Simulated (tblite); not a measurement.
C6H10ClSi (doublet state).
Numbering: `[CH3:1][CH2:2][Si:3]1[CH2:4][CH2:5]/[C:6]1=[CH:7]/[Cl:8]` (hydrogens: H9, H10, H11 on C1; H12, H13 on C2; H14, H15 on C4; H16, H17 on C5; H18 on C7)
Bond orders are those of one Lewis drawing.

Computed with GFN2-xTB (tblite), gas phase: L-BFGS steps from a force-field or distance-geometry start until the largest atomic force falls under 0.01 eV/Å.

Step 159: E = -656.2178 eV
```
atom  x, y, z in Å  |  force x, y, z in eV/Å
C1      2.2700    0.4786    0.5599    0.020  -0.038   0.047
C2      1.6224    1.0497   -0.6981    0.020   0.039  -0.013
Si3    -0.0070    0.1650   -1.1487    0.014   0.004  -0.073
C4     -0.3914   -1.6945   -0.7680   -0.004  -0.006   0.025
C5     -1.6789   -1.2884   -0.0257    0.015  -0.036   0.015
C6     -1.4695    0.2052    0.0304    0.040  -0.046   0.011
C7     -2.1395    1.1052    0.7314   -0.043   0.045   0.006
Cl8    -1.7031    2.7764    0.6829   -0.017   0.039   0.009
H9      1.5879    0.5321    1.4071    0.016   0.023  -0.039
H10     3.1699    1.0391    0.8093   -0.010  -0.001   0.016
H11     2.5526   -0.5629    0.4160   -0.012   0.012  -0.017
H12     2.3303    1.0038   -1.5282   -0.037  -0.019   0.041
H13     1.3951    2.1052   -0.5379    0.022  -0.017  -0.011
H14    -0.5529   -2.3836   -1.5927   -0.015   0.036   0.003
H15     0.3314   -2.1546   -0.0949   -0.009  -0.001  -0.013
H16    -2.5763   -1.5324   -0.5939   -0.010  -0.038  -0.011
H17    -1.7685   -1.7383    0.9631    0.003   0.009  -0.007
H18    -2.9816    0.9007    1.3763    0.006  -0.006   0.010
```

Step 160: E = -656.2185 eV
```
atom  x, y, z in Å  |  force x, y, z in eV/Å
C1      2.2301    0.5011    0.5807   -0.016  -0.010   0.008
C2      1.6244    1.0369   -0.7172    0.071   0.028   0.021
Si3    -0.0097    0.1632   -1.1694    0.002  -0.013  -0.064
C4     -0.3951   -1.6977   -0.7958   -0.016  -0.009   0.020
C5     -1.6685   -1.2923   -0.0288   -0.001  -0.034   0.006
C6     -1.4556    0.2000    0.0316    0.013   0.017   0.054
C7     -2.1059    1.0999    0.7537   -0.012  -0.032  -0.033
Cl8    -1.6533    2.7667    0.7073   -0.026   0.049   0.013
H9      1.5182    0.5840    1.4026    0.055   0.008  -0.078
H10     3.1229    1.0663    0.8437   -0.008   0.017   0.009
H11     2.5174   -0.5449    0.4800   -0.047   0.031  -0.027
H12     2.3505    0.9494   -1.5308   -0.072  -0.007   0.108
H13     1.4083    2.1013   -0.5995    0.049  -0.052  -0.012
H14    -0.5734   -2.3791   -1.6235   -0.019   0.038   0.001
H15     0.3364   -2.1683   -0.1396   -0.007   0.008  -0.008
H16    -2.5780   -1.5318   -0.5802    0.002  -0.041  -0.013
H17    -1.7400   -1.7459    0.9593    0.000  -0.001   0.007
H18    -2.9376    0.8975    1.4142    0.034   0.001  -0.011
```

Step 161: E = -656.2190 eV
```
atom  x, y, z in Å  |  force x, y, z in eV/Å
C1      2.2111    0.4993    0.5841    0.029   0.047   0.028
C2      1.6234    1.0324   -0.7179   -0.036  -0.075   0.013
Si3    -0.0117    0.1677   -1.1841   -0.019  -0.046  -0.034
C4     -0.3927   -1.6937   -0.8051   -0.018  -0.010  -0.013
C5     -1.6569   -1.2918   -0.0237   -0.034  -0.008  -0.007
C6     -1.4509    0.2016    0.0276    0.007   0.038   0.054
C7     -2.0959    1.1030    0.7531   -0.011  -0.078  -0.020
Cl8    -1.6433    2.7684    0.6962   -0.034   0.069   0.015
H9      1.4870    0.5845    1.3899   -0.007   0.008   0.044
H10     3.0992    1.0649    0.8598    0.008   0.031   0.016
H11     2.4991   -0.5423    0.4891   -0.008  -0.111  -0.032
H12     2.3530    0.9423   -1.5198    0.052  -0.028  -0.043
H13     1.4103    2.0909   -0.6029    0.004   0.166   0.001
H14    -0.5816   -2.3708   -1.6331   -0.026   0.019  -0.020
H15     0.3445   -2.1697   -0.1610    0.019   0.010   0.011
H16    -2.5746   -1.5406   -0.5580    0.018  -0.032  -0.017
H17    -1.7110   -1.7391    0.9673    0.002  -0.017   0.041
H18    -2.9180    0.8994    1.4268    0.054   0.017  -0.036
```

Question: Estimate the geometry and energy of step 162. (The exact step hangs on the optimiser's Hessian estimate; all steps are aligned on step 161, rigid shifts and turns removed.)

Answer: E = -656.2210 eV, largest force 0.146 eV/Å
```
atom  x, y, z in Å  |  force x, y, z in eV/Å
C1      2.2032    0.5163    0.5947    0.049  -0.047   0.004
C2      1.6334    1.0251   -0.7248   -0.076   0.042  -0.046
Si3    -0.0126    0.1716   -1.1790    0.002  -0.053  -0.024
C4     -0.3982   -1.6934   -0.8170   -0.003   0.003  -0.024
C5     -1.6572   -1.2963   -0.0251   -0.041   0.024   0.001
C6     -1.4473    0.1980    0.0385    0.088  -0.096  -0.066
C7     -2.0942    1.0954    0.7622   -0.036   0.033   0.046
Cl8    -1.6351    2.7607    0.7235   -0.042   0.051   0.011
H9      1.4784    0.6356    1.3960   -0.005   0.013   0.022
H10     3.0979    1.0784    0.8542    0.033  -0.004   0.044
H11     2.4726   -0.5376    0.5294   -0.029   0.053  -0.022
H12     2.3674    0.9000   -1.5216   -0.005  -0.018   0.024
H13     1.4364    2.0957   -0.6432    0.045  -0.019   0.001
H14    -0.5933   -2.3589   -1.6530   -0.030   0.016  -0.019
H15     0.3415   -2.1806   -0.1838    0.007   0.016   0.010
H16    -2.5802   -1.5397   -0.5549    0.050  -0.024   0.001
H17    -1.7036   -1.7506    0.9637   -0.004  -0.010   0.021
H18    -2.9181    0.8868    1.4286   -0.004   0.022   0.016
```

The energy changes by -0.0020 eV. The first-order estimate −F·Δx gives -0.0038 eV and the mean of the old and new forces, exact on a quadratic surface, -0.0019 eV. The step makes an angle of 84° with the force vector and moves no atom by more than 0.052 Å.

The cost below is that of the whole relaxation. Hardware: an Intel Xeon at 2.50 GHz with one thread, no GPU (shared host). Cost: 5.1 s wall.
